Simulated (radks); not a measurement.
Values are calculated unless marked as measured or tabulated.
Q: The holmium ion Ho2+ is in [Xe] 4f(5/2: 6, 7/2: 5). Code: a radial shooting solver on a logarithmic mesh with Libxc functionals. Model: Dirac Kohn-Sham, BLYP, spin-unpolarised, spherical densities, finite nucleus; Fermi nuclear charge, rms radius of each element as measured or else 0.836 A^(1/3) + 0.57 fm. Sub-shells are occupied by j as written (lower j first in brackets). One electron is removed from 4f5/2, 5p3/2, 5p1/2, 4f7/2 in turn, with full relaxation. Which removal costs least, and what does each cost?

A: 4f7/2 25.191 eV; 4f5/2 26.238 eV; 5p3/2 44.964 eV; 5p1/2 50.307 eV. The 4f7/2 electron leaves first.
